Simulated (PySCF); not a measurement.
**Computed χzz against gas-phase spectroscopy**

Values to reproduce (atoms as numbered below): 14N at N10: χzz = -4.84 MHz [1].
[1] measured, gas; W. C. Bailey, Calculation of NQCC in Gaseous State Molecules (compilation of microwave values)

C9HN.
Structure used (GFN2-xTB), in Å, numbered top down from 1:
```xyz
11
C9HN angstrom
C     -4.9320   -0.1165    1.1356
C     -3.7638   -0.0884    0.8280
C     -2.4632   -0.0571    0.4847
C     -1.2819   -0.0292    0.1731
C      0.0070    0.0016   -0.1669
C      1.1916    0.0293   -0.4777
C      2.4805    0.0598   -0.8177
C      3.6621    0.0869   -1.1293
C      4.9678    0.1159   -1.4732
N      6.0825    0.1420   -1.7655
H     -5.9451   -0.1417    1.4039
```

Q: How do the computed couplings compare?

A: PySCF, non-relativistic, with Q(14N) = 0.02044 b:

```
      level  functions  14N N10 (MHz)  computed/reference − 1 (%)
B3LYP/pcJ-1        280         -4.753                        -1.8
```

The unsigned error is 1.8 %. Computed values are for fixed nuclei, while measured ones can include vibrational averaging. GFN2-xTB bond lengths can be off by several hundredths of an ångström, more for odd bonds, and the gradients follow them. With so small a basis the couplings can be 20 % off.
